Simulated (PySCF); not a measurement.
C2H7NSi.
SMILES with atom numbers: `[CH3:1]/[CH:2]=[N:3]\[SiH3:4]` (hydrogens: H5, H6, H7 on C1; H8 on C2; H9, H10, H11 on Si4)

The same species was optimised twice, with GFN2-xTB and with PBE0-D3(BJ)/def2-SVP (PySCF), and the same property calculations (PySCF, gas phase) were run on both structures.

```csv
coordinate,GFN2-xTB,PBE0-D3(BJ)/def2-SVP,change
Si4–H9 (Å),1.472,1.504,+0.032
Si4–H11 (Å),1.460,1.492,+0.032
Si4–H10 (Å),1.461,1.492,+0.031
N3–Si4 (Å),1.715,1.742,+0.027
C2–H8 (Å),1.094,1.111,+0.017
C2=N3 (Å),1.248,1.263,+0.015
C1–H7 (Å),1.089,1.103,+0.014
C1–H5 (Å),1.089,1.103,+0.014
C1–H6 (Å),1.086,1.099,+0.013
C1–C2 (Å),1.494,1.499,+0.005
N3–Si4–H11 (°),103.0,107.2,+4.2
N3–Si4–H10 (°),102.9,107.1,+4.2
H10–Si4–H11 (°),113.5,109.4,-4.1
C2–N3–Si4 (°),137.3,133.7,-3.6
N3–Si4–H9 (°),119.3,117.1,-2.2
C2–C1–H6 (°),111.0,112.6,+1.6
H5–C1–H7 (°),107.7,106.3,-1.4
H9–Si4–H10 (°),109.1,108.0,-1.1
```

Rotational constants: A = 15445, B = 3250, C = 2822 MHz (GFN2-xTB) against A = 14656, B = 3266, C = 2806 MHz (PBE0-D3(BJ)/def2-SVP). Point groups within 0.08 Å: Cs and Cs.

On the GFN2-xTB structure: lowest singlet, TDDFT (eV) 4.27 [CAM-B3LYP/def2-SVPD]; lowest triplet, Tamm–Dancoff (eV) 3.72 [CAM-B3LYP/def2-SVPD]; isotropic polarisability (au) 60.4 [CAM-B3LYP/def2-SVPD]; HOMO (eV) -8.18 [CAM-B3LYP/def2-SVPD]; LUMO (eV) 0.71 [CAM-B3LYP/def2-SVPD]; dipole (D) 2.11 [CAM-B3LYP/def2-SVPD]; HOMO (eV) -6.76 [PBE0/pcSseg-1]; LUMO (eV) -0.39 [PBE0/pcSseg-1]; dipole (D) 2.10 [PBE0/pcSseg-1]; GIAO shielding of C1 (ppm) 157.9 [PBE0/pcSseg-1]; GIAO shielding of C2 (ppm) 8.6 [PBE0/pcSseg-1]; GIAO shielding of N3 (ppm) -103.8 [PBE0/pcSseg-1]; GIAO shielding of Si4 (ppm) 424.5 [PBE0/pcSseg-1].

Q: What do these properties become on the PBE0-D3(BJ)/def2-SVP structure?

A: 
| property | level | on GFN2-xTB | on PBE0-D3(BJ)/def2-SVP | change |
| --- | --- | --- | --- | --- |
| lowest singlet, TDDFT (eV) | CAM-B3LYP/def2-SVPD | 4.27 | 4.20 | -0.07 |
| lowest triplet, Tamm–Dancoff (eV) | CAM-B3LYP/def2-SVPD | 3.72 | 3.66 | -0.06 |
| isotropic polarisability (au) | CAM-B3LYP/def2-SVPD | 60.4 | 62.0 | +1.6 |
| HOMO (eV) | CAM-B3LYP/def2-SVPD | -8.18 | -8.28 | -0.10 |
| LUMO (eV) | CAM-B3LYP/def2-SVPD | 0.71 | 0.52 | -0.19 |
| dipole (D) | CAM-B3LYP/def2-SVPD | 2.11 | 2.23 | +0.12 |
| energy, GFN2-xTB geometry as zero (kcal/mol) | CAM-B3LYP/def2-SVPD | 0.0 | -1.8 | -1.8 |
| HOMO (eV) | PBE0/pcSseg-1 | -6.76 | -6.87 | -0.11 |
| LUMO (eV) | PBE0/pcSseg-1 | -0.39 | -0.61 | -0.22 |
| dipole (D) | PBE0/pcSseg-1 | 2.10 | 2.23 | +0.13 |
| energy, GFN2-xTB geometry as zero (kcal/mol) | PBE0/pcSseg-1 | 0.0 | -1.6 | -1.6 |
| GIAO shielding of C1 (ppm) | PBE0/pcSseg-1 | 157.9 | 157.1 | -0.8 |
| GIAO shielding of C2 (ppm) | PBE0/pcSseg-1 | 8.6 | 2.3 | -6.3 |
| GIAO shielding of N3 (ppm) | PBE0/pcSseg-1 | -103.8 | -108.4 | -4.6 |
| GIAO shielding of Si4 (ppm) | PBE0/pcSseg-1 | 424.5 | 423.4 | -1.1 |

The heavy atoms differ by 0.027 Å rms after alignment. Among all bonds Si4–H9, Si4–H10 and Si4–H11 change most and about equally (+0.031 to +0.032 Å). Changes are differences of the printed values. Neither structure is proved a minimum here.
